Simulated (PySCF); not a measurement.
ClF₂H₂NSi. Atoms are numbered in the order given.

```xyz
7

N      1.3598    -1.3011     0.0000
Si    -0.0447    -0.3390     0.0000
F     -0.9093    -0.6891     1.3230
F     -0.9093    -0.6891    -1.3230
Cl     0.2126     1.7051     0.0000
H      1.9305    -1.3644     0.8456
H      1.9305    -1.3644    -0.8456
```
Charge 0, spin multiplicity 1.

Geometry: PBE-D3(BJ)/def2-SVP. The values are those of a single conformer.

Level of theory: PBE-D3(BJ)/def2-SVP (PySCF 2.14.0).

Frequencies are harmonic and unscaled.

Task: List the normal modes with their intensities. (The exact figures need the calculation; the answer reports its results.)

Result: 
| mode | ν (cm⁻¹) | IR (km/mol) | Raman (Å⁴/amu) | depolarisation | moving atoms (share of kinetic energy) |
|---|---|---|---|---|---|
| 1 | 72 | 11.6 | 1.3 | 0.75 | H 73 %, F 20 % |
| 2 | 189 | 12.8 | 2.4 | 0.73 | F 36 %, N 27 %, Cl 18 %, H 16 % |
| 3 | 245 | 0.4 | 0.7 | 0.75 | F 54 %, Cl 19 %, Si 14 %, H 13 % |
| 4 | 301 | 9.5 | 1.4 | 0.75 | H 34 %, F 31 %, N 26 %, Si 9 % |
| 5 | 310 | 17.3 | 3.5 | 0.59 | F 51 %, Si 17 %, Cl 16 %, N 10 % |
| 6 | 321 | 25.2 | 2.5 | 0.55 | F 48 %, Cl 23 %, Si 14 %, N 13 % |
| 7 | 357 | 177.0 | 3.1 | 0.06 | H 68 %, N 30 % |
| 8 | 548 | 134.9 | 5.2 | 0.06 | Si 39 %, Cl 33 %, F 16 %, N 11 % |
| 9 | 782 | 2.7 | 0.5 | 0.75 | H 72 %, N 16 %, F 12 % |
| 10 | 811 | 155.2 | 6.8 | 0.03 | F 46 %, Si 31 %, N 18 % |
| 11 | 950 | 160.7 | 2.0 | 0.55 | Si 48 %, N 29 %, F 16 % |
| 12 | 977 | 168.3 | 0.6 | 0.75 | Si 51 %, F 42 % |
| 13 | 1483 | 62.6 | 5.4 | 0.74 | H 89 %, N 11 % |
| 14 | 3509 | 51.4 | 101.2 | 0.11 | H 96 % |
| 15 | 3606 | 53.0 | 58.4 | 0.75 | H 91 %, N 9 % |
